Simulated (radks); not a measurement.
Species: Rb I. Configuration: [Kr] 5s1 (the NIST ground configuration). Calculated with a radial shooting solver on a logarithmic mesh with Libxc functionals: scalar-relativistic Kohn-Sham, LB94 model potential, spin-polarised, spherical densities, finite nucleus; open shells are filled with parallel spins first (spin-orbit coupling, left out, can overturn this in heavy ions); Fermi nuclear charge, rms radius 4.2036 fm.

Normalised radial functions P(r) = r R(r), r in bohr:

r           4p up  5s down
0.002498   0.0014   0.0170
0.003359   0.0024   0.0218
0.004552   0.0042   0.0279
0.006169   0.0072   0.0350
0.008361   0.0125   0.0429
0.01133    0.0212   0.0506
0.01523    0.0351   0.0565
0.02065    0.0574   0.0583
0.02798    0.0906   0.0519
0.03792    0.1362   0.0331
0.05139    0.1908  -0.0003
0.06965    0.2411  -0.0446
0.09365    0.2595  -0.0847
0.1269     0.2083  -0.0973
0.172      0.0561  -0.0553
0.2331    -0.1752   0.0399
0.3159    -0.3768   0.1347
0.4248    -0.3937   0.1444
0.5757    -0.1379   0.0261
0.7802     0.3099  -0.1587
1.057      0.7062  -0.2591
1.433      0.8444  -0.1659
1.927      0.7086   0.0879
2.611      0.4231   0.3781
3.539      0.1712   0.5322
4.796      0.0445   0.4795
6.5        0.0067   0.2888
8.739      0.0005   0.1108
11.84      0.0000   0.0223
16.05      0.0000   0.0020

4p up: eigenvalue -20.766 eV, 2 radial nodes at r = 0.186, 0.637 bohr, <r> = 1.70 bohr, 90 % of the charge inside 2.57 bohr. 5s down (empty): eigenvalue -6.328 eV, 4 radial nodes at r = 0.0513, 0.208, 0.602, 1.76 bohr, <r> = 4.40 bohr, 90 % of the charge inside 6.48 bohr.
